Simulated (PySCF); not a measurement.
Bonds broken one at a time in the series Si Br-H. All species are isolated molecules in the gas phase. Strings in code marks are SMILES.

Method: B3LYP-D3(BJ)/def2-TZVP (PySCF). B3LYP has the VWN-RPA correlation part, as in Gaussian. 

```json
[
 {"species": "whole molecule (`Br[Si](Br)(Br)Br`)", "dipole moment (D)": "0.00"},
 {"species": "whole molecule (`[SiH](Br)(Br)Br`)", "dipole moment (D)": "0.69"},
 {"species": "radical fragment (`Br[SiH]Br`)", "dipole moment (D)": "1.00"},
 {"species": "whole molecule (`Br[SiH2]Br`)", "dipole moment (D)": "(withheld)"}
]
```

Q: Complete the blanks.

A: 
- whole molecule (`Br[SiH2]Br`), dipole moment (D): 1.14
